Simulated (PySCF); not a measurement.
# What a mistake does to a calculation on AlCFH4N

These are calculations, not measurements. They come from PySCF 2.14.0, an open-source quantum chemistry program, on an isolated molecule that a program drew, which may never have been made. The molecule is AlCFH4N (charge 0, doublet), drawn as the SMILES string `N[CH2][Al][F]`.

Each row is a Hartree-Fock (HF) and frozen-core CCSD(T) single point in the cc-pV(D+d)Z basis, meant for a local HF minimum. Run 1 is clean. Each other run has one planted mistake out of seven kinds, and not every kind appears here: one electron removed, one electron added, multiplicity raised by two, geometry at a saddle point, minimal basis STO-3G, one bond length entered in bohr, all coordinates scaled. The reference is restricted for singlets and unrestricted otherwise, and also for a bond in bohr. Adding or removing an electron swaps singlet and doublet. Electrons count all cores. HOMO and LUMO are orbital energies over both spins, the gradient is its largest component, and the lowest frequency (negative if imaginary) is given only where the gradient is small. Bond lengths are over the 7 bonds as drawn. T1 is the CCSD diagnostic: over 0.02 (restricted) or 0.045 (unrestricted) a single reference is doubtful.

Geometry of the clean run:
```xyz
8
AlCFH4N, angstrom
N    -1.2158   -1.9681   -0.7963
C    -0.9580   -0.6065   -0.3270
Al    0.4871    0.2764   -1.3756
F     1.0961    1.6734   -0.7046
H    -1.8852   -2.4288   -0.2019
H    -1.6300   -1.9543   -1.7129
H    -0.5527   -0.6559    0.6917
H    -1.8498    0.0363   -0.2610
```

```
run  electrons  basis functions  <S^2>  HOMO (eV)  LUMO (eV)  gradient (hartree/bohr)  lowest frequency (cm^-1)  mean bond (Å)  longest bond (Å)      T1  HF (hartree)  CCSD(T) (hartree)                          mistake
  1         39               85  0.758      -8.42       1.08                  4.1e-05                        43         1.3331             1.992  0.0145    -436.04639         -436.63726                         no fault
  2         39               85  0.766      -8.72       0.75                  4.7e-02                         -         1.4184             2.119  0.0160    -436.02025         -436.62312           all coordinates scaled
  3         39               85  1.582      -8.82       0.77                  2.0e-02                         -         1.4611             1.992  0.0463    -435.93156         -436.51039  one bond length entered in bohr
  4         40               85  0.000      -0.32       7.19                  5.1e-02                         -         1.3331             1.992  0.0133    -436.03045         -436.65235               one electron added
  5         38               85  0.000     -15.75      -7.02                  4.2e-02                         -         1.3331             1.992  0.0199    -435.76156         -436.35672                                ?
  6         39               28  0.758      -4.75       7.25                  4.1e-02                         -         1.3331             1.992  0.0152    -430.49855         -430.67067                                ?
```

**Which mistake was planted in run 5, and what did it cost?**

It counts 38 electrons, one fewer than the clean run, at the same geometry and basis. So the mistake is: one electron removed. Subtracting run 1 and multiplying by 627.51 kcal/mol a hartree, the energy moved by 178.7 kcal/mol in HF and 176.0 kcal/mol in CCSD(T).

**Which mistake was planted in run 6, and what did it cost?**

It has 28 basis functions where the clean run has 85, with the same electrons and geometry. So the mistake is: minimal basis STO-3G. Subtracting run 1 and multiplying by 627.51 kcal/mol a hartree, the energy moved by 3481.3 kcal/mol in HF and 3744.1 kcal/mol in CCSD(T).

Cautions from the logs. Run 3: T1 is over the limit, so its CCSD(T) energy is less reliable.
